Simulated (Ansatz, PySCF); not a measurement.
Complex: SiH4 (SMILES [SiH4]) (first 5 atoms) with C2H2 (SMILES C#C); geometry from B3LYP-D3(BJ)/def2-TZVP.
(charge 0, multiplicity 1):
```tsv
atom	x (Å)	y (Å)	z (Å)
Si	0.2850	-0.0683	0.0513
H	1.1256	1.0035	0.6274
H	-1.1437	0.2284	0.2948
H	0.6380	-1.3681	0.6624
H	0.5226	-0.1390	-1.4104
C	0.1955	-0.1229	3.7438
C	-0.9086	0.2949	3.5474
H	1.1764	-0.4941	3.9150
H	-1.8885	0.6654	3.3694
```

Interaction energies are E(AB) − E(A) − E(B) at the monomers' geometry in the complex; basis-set methods are counterpoise corrected.

Rows in 6-31G* carry no dispersion term and start afresh at each structure (6-31G* with six Cartesian d functions).

Programs: Ansatz (Gaussian orbitals); PySCF for 6-31G* rows, the dispersion terms. 

Q: One of these levels gives -5.6 kJ/mol for the interaction energy. Which?
A) revPBE-D3(BJ)/def2-TZVPPD
B) HF/6-31G*
C) BLYP-D4/def2-TZVPPD

A: A, revPBE-D3(BJ)/def2-TZVPPD. The others give 2.7 (HF/6-31G*), -4.3 (BLYP-D4/def2-TZVPPD)

Ansatz is a quantum-chemistry and plane-wave program.
